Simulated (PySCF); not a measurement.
C6H10N2.
Z-matrix (Å and degrees, PBE0-D3(BJ)/def2-SVP geometry), rows numbered from 1:
```
C 
C   1  1.5287
C   2  1.5286  1  111.73
C   2  1.4971  1  111.77  3   126.17
N   4  1.3132  2  125.89  1   116.79
C   5  1.3678  4  106.11  2  -179.91
C   6  1.3727  5  110.47  4     0.01
N   4  1.3650  2  123.36  1   -63.12
H   1  1.1010  2  110.84  3    58.12
H   1  1.1032  2  111.44  3   -61.21
H   1  1.0999  2  111.18  3   178.53
H   2  1.1009  1  108.56  3  -119.72
H   3  1.1032  2  111.45  1    61.10
H   3  1.0999  2  111.19  1  -178.62
H   3  1.1010  2  110.83  1   -58.22
H   6  1.0895  5  121.80  4   179.99
H   7  1.0871  6  132.61  5   179.98
H   8  1.0109  4  126.22  2     0.00
```

The closed-shell ground state was solved at several levels (PySCF, density fitting, gas phase, non-relativistic).

```
              level  basis functions  total energy (Eh)  HOMO (eV)  LUMO (eV)  gap (eV)  dipole (D)
   wB97X-D/pcSseg-1              186          -344.0092      -8.20       2.65     10.85        3.56
CAM-B3LYP/def2-SVPD              240          -343.7525      -7.67       1.01      8.68        3.52
      PBE0/pcSseg-1              186          -343.7203      -6.39       0.85      7.24        3.51
```

(1) Estimate the row for B3LYP/pcJ-1, a basis of 316 functions; the other rows only guide the guess.

(2) Over all these levels, which gives the widest orbital gap and which the narrowest?

(3) How far do the dipole and the HOMO energy spread over the levels?

Answers

(1) Total energy -344.1857 Eh, HOMO -6.15 eV, LUMO 0.54 eV, gap 6.69 eV, dipole 3.46 D.

(2) wB97X-D/pcSseg-1 (range-separated hybrid) has the widest, 10.85 eV, and B3LYP/pcJ-1 (global hybrid, 20 % exact exchange) the narrowest, 6.69 eV. Functional and basis both differ between the two, so the spread mixes both effects.

(3) The dipole runs from 3.46 to 3.56 D (mean 3.51 D) and the HOMO from -8.20 to -6.15 eV.

One conformer stands for the species.

wB97X-D is run here without its empirical dispersion term; that term would change no orbital, density or response property at a fixed geometry.
